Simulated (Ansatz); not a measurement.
```yaml
crystal:
  periodic: [false, false, false]
  atoms:
    - {symbol: N, position_ang: [0.776898, 0.138075, 1.336816]}
    - {symbol: B, position_ang: [0.842020, -0.680433, 0.512624]}
    - {symbol: Al, position_ang: [-0.770863, 0.073493, -1.311557]}
    - {symbol: Cl, position_ang: [-0.774248, -0.873164, -3.194692]}
    - {symbol: Cl, position_ang: [-2.181004, 1.439825, -0.599203]}
    - {symbol: H, position_ang: [-0.204036, 0.872460, 1.569145]}
    - {symbol: H, position_ang: [1.047347, 0.056924, 2.039075]}
    - {symbol: H, position_ang: [1.454383, -1.302998, -0.125919]}
basis:
  gaussian: {orbitals: def2-TZVPP}
magnetization: {spin_polarized: true, initial_magnetization: 1}
hamiltonian: {xc: {name: B97M-V}}
output: {forces: true}
```

```sh
$ ansatz run in.yaml --threads 2 --pin off --events-out ev --progress --plain --max-ram 4352MiB
```

(1) How does Ansatz answer? (An estimate is asked.)

## Answers

(1) Ansatz gave: The program refused the input.
```
Error: a molecule whose nuclei and cores have a total charge of 62 cannot have a net charge of 0 together with 1 unpaired electrons
```
